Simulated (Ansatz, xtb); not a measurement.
## Relative energy of two isomers of C2H8B2Cl2

Structure X is `CC[BH-]1[Cl+][BH2-][Cl+]1`, a singlet and structure Y is `C[B@H-]1[Cl+][B@H-](C)[Cl+]1`, a singlet. Both are isolated molecules in the gas phase, relaxed with PBE0-D4/def2-SVP; the shapes shown needn't be the lowest conformers.

X (Å):

```json
{"atom": "C", "x (Å)": "-1.5249", "y (Å)": "-1.0088", "z (Å)": "1.1986"}
{"atom": "C", "x (Å)": "-0.9645", "y (Å)": "0.4109", "z (Å)": "1.1507"}
{"atom": "B", "x (Å)": "-0.0884", "y (Å)": "0.6722", "z (Å)": "-0.1265"}
{"atom": "B", "x (Å)": "2.4770", "y (Å)": "1.3768", "z (Å)": "0.1210"}
{"atom": "Cl", "x (Å)": "0.8316", "y (Å)": "2.4266", "z (Å)": "-0.0340"}
{"atom": "Cl", "x (Å)": "1.6199", "y (Å)": "-0.3672", "z (Å)": "-0.0475"}
{"atom": "H", "x (Å)": "-2.1648", "y (Å)": "-1.1659", "z (Å)": "2.0803"}
{"atom": "H", "x (Å)": "-0.7165", "y (Å)": "-1.7562", "z (Å)": "1.2458"}
{"atom": "H", "x (Å)": "-2.1293", "y (Å)": "-1.2353", "z (Å)": "0.3063"}
{"atom": "H", "x (Å)": "-0.3960", "y (Å)": "0.6331", "z (Å)": "2.0695"}
{"atom": "H", "x (Å)": "-1.7945", "y (Å)": "1.1418", "z (Å)": "1.1232"}
{"atom": "H", "x (Å)": "-0.5156", "y (Å)": "0.5452", "z (Å)": "-1.2455"}
{"atom": "H", "x (Å)": "3.1601", "y (Å)": "1.5773", "z (Å)": "-0.8472"}
{"atom": "H", "x (Å)": "2.9128", "y (Å)": "1.4986", "z (Å)": "1.2345"}
```

Y (Å):

```
atom    x (Å)    y (Å)    z (Å)
   C  -2.0801   0.9125  -3.6218
   C  -0.2686   0.7269   1.1713
   B  -1.1570   1.4134  -2.4579
   B  -1.1800   0.2480  -0.0109
  Cl  -0.1195  -0.0815  -1.6589
  Cl  -2.1991   1.7598  -0.8015
   H  -2.7314   1.7346  -3.9626
   H  -2.7183   0.0614  -3.3416
   H  -1.4633   0.6118  -4.4851
   H  -0.3941   2.3363  -2.5897
   H  -1.9497  -0.6722   0.0982
   H   0.3778   1.5781   0.9108
   H  -0.8942   1.0192   2.0312
   H   0.3737  -0.1037   1.5085
```

Question: Which of the two would you expect CCSD(T)/def2-SVP + ΔMP2/def2-TZVPP electronic energies to favour?

Answer: Structure Y; the calculation gives E(Y) − E(X) = −12.3 kcal/mol.

Level by level:

| level | geometry | E(Y) − E(X) (kcal/mol) | departure from the last row (kcal/mol) | job, with rough time for the two |
| --- | --- | --- | --- | --- |
| GFN2-xTB | GFN2-xTB | +2.4 | +14.7 | optimisation, 0.48 s |
| HF/STO-3G | GFN2-xTB | −10.7 | +1.6 | single point, 0.52 s |
| r2SCAN-D4/def2-SVP | GFN2-xTB | −14.2 | −1.9 | single point, 6.6 s |
| PBE0-D4/def2-SVP | PBE0-D4/def2-SVP | −13.5 | −1.2 | optimisation, 48 s |
| HF/def2-SVP | PBE0-D4/def2-SVP | −12.7 | −0.4 | part of the CCSD(T) run |
| MP2/def2-SVP | PBE0-D4/def2-SVP | −12.6 | −0.2 | part of the CCSD(T) run |
| CCSD(T)/def2-SVP | PBE0-D4/def2-SVP | −12.0 | +0.4 | single point |
| CCSD(T)/def2-SVP + ΔMP2/def2-TZVPP | PBE0-D4/def2-SVP | −12.3 |  | single point, 90 s |

As drawn, Y has 1 C–B, 1 C–H in place of 1 C–C, 1 B–H.

GFN2-xTB puts the two in the other order. The largest departure from CCSD(T)/def2-SVP + ΔMP2/def2-TZVPP is that of GFN2-xTB, 14.7 kcal/mol. The last row adds to CCSD(T) the change of the MP2 difference between the two basis sets, here −0.4 kcal/mol.

With thermal terms from frequencies at re-optimised GFN2-xTB minima (ideal gas, soft modes damped towards free rotors, one conformer each, 298.15 K, 1 atm): the zero-point term adds −0.2 kcal/mol; ΔH is −12.3 and ΔG −12.0 kcal/mol.

The correlated steps freeze 14 core orbitals. Mirror images aren't counted in ΔG. Run with Ansatz 0.2.0, xtb 6.7.1; the last row on 2 threads of Arm Neoverse V1 on a shared host.
